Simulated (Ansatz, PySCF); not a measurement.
H3Sb, SMILES [SbH3].

Geometry optimised at B3LYP-D3(BJ)/def2-TZVPD. The def2 effective core potentials stand for the cores of Sb; spin–orbit coupling is left out.

Vertical ionisation energy (IE) and electron affinity (EA) in eV. Rows of orbital energies are one-electron estimates. Where ΔSCF, EOM or ADC give a negative EA the extra electron is unbound and the value depends on the basis.

```
level                                                                            IE          EA
-----------------------------------------------------------------------  ----------  ----------
−ε(HOMO), −ε(LUMO), r2SCAN/def2-TZVPD (PySCF)                                  6.77        0.70
−ε(HOMO), −ε(LUMO), CAM-B3LYP/def2-TZVPD (PySCF)                               8.80       -0.58
−ε(HOMO), −ε(LUMO), PBE/def2-TZVPD (PySCF)                                     6.52        0.99
ΔSCF, ωB97X-V/def2-TZVPD (Ansatz), final states of multiplicity 2 and 2  (withheld)  (withheld)
ΔSCF, PBE/def2-TZVPD (Ansatz), final states of multiplicity 2 and 2            9.86       -1.04
```

### Question
Some entries are withheld; supply them. (An estimate is asked for; the answer gives what the named calculation found.)

### Answer

- ΔSCF, ωB97X-V/def2-TZVPD (Ansatz, a quantum-chemistry and plane-wave program), final states of multiplicity 2 and 2, IE: 9.93
- ΔSCF, ωB97X-V/def2-TZVPD (Ansatz), final states of multiplicity 2 and 2, EA: -1.39

### Question
What vertical singlet–triplet gap does ΔSCF give with ωB97X-V/def2-TZVPD (Ansatz) and with PBE/def2-TZVPD (Ansatz)? (An estimate is asked for; the answer gives what the named calculation found.)

### Answer
5.27 and 5.02 eV (triplet above singlet where positive).
